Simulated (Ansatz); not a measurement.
Species: CClF, charge 0, singlet. A triplet may lie lower; no result for it is given here. CClF (SMILES F[C]Cl).
B3LYP-D3(BJ)/def2-TZVP minimum from Ansatz (a first-principles code):
```xyz
3

F     -1.4677    -0.2909     0.0321
C     -0.5979     0.6705    -0.0192
Cl     0.9880    -0.0826    -0.0102
```

Hartree-Fock and CCSD correlation energies in hartree (Ansatz). Open shells are spin-unrestricted; no spin-orbit coupling. Correlated methods leave the cores frozen. No relativity. The restricted determinant of CClF (F[C]Cl, singlet) is unstable towards broken spin symmetry in at least one set run.

| basis | X | E(HF) | E(corr, CCSD) |
|---|---|---|---|
| cc-pV(T+d)Z | 3 | -596.77642 | -0.59815 |
| cc-pV(Q+d)Z | 4 | -596.79095 | -0.64497 |
| cc-pV(5+d)Z | 5 | -596.79447 | withheld |

Problem. Fit E(corr) = E∞ + A/X³ to X = 3 and 4, predict X = 5, and compare with the run.

Solution. A = (-0.59815 - (-0.64497))/(1/27 - 1/64) = 2.1866; E∞ = -0.64497 - A/64 = -0.67914; at X = 5, E∞ + A/125 = -0.66164. The run gave -0.66155, 0.09 mEh above the prediction. The same form on X = 4 and 5 gives E∞ = -0.67895, 0.19 mEh above the first estimate.
